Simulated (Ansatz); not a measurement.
H$_{2}$Zn, singlet, at a GFN2-xTB geometry (such geometries of metal compounds can be far from the true shape); PBE/6-31G* (Ansatz, an electronic-structure program).

The Ansatz input:
Ansatz 0.2 input:
```yaml
crystal:
  periodic: [false, false, false]
  atoms:
    - {symbol: Zn, position_ang: [0.00000000, 0.00000000, 0.00000000]}
    - {symbol: H, position_ang: [-0.00000000, -0.00000000, -1.49925704]}
    - {symbol: H, position_ang: [0.00000000, 0.00000000, 1.49925704]}
basis:
  gaussian:
    orbitals: 6-31G*
hamiltonian:
  xc: pbe
```

It wrote (shortened):

```
Functional definition: PBE
478 factors; their error is unknown
mean field evaluation 1: about -48432.4881 eV, gradient 3.8e1 eV
mean field evaluation 2: about -48430.5837 eV, gradient 6.3e1 eV
mean field evaluation 4: about -48434.3319 eV, gradient 2.9e-1 eV
mean field evaluation 8: about -48434.3267 eV, gradient 1.0e-3 eV
mean field -48434.32667337 eV, -1779.9286752807 hartree, gradient 1.5e-5 eV, S^2 0.000000; 0 other end points of the search recorded, 0 dependent functions left out
reference -48434.32671344 eV, -1779.9286767532 hartree; 16, 16 occupied and 24, 24 virtual orbitals, 478 factors
Total energy: -48434.32671344 eV, -1779.9286767532 hartree
```
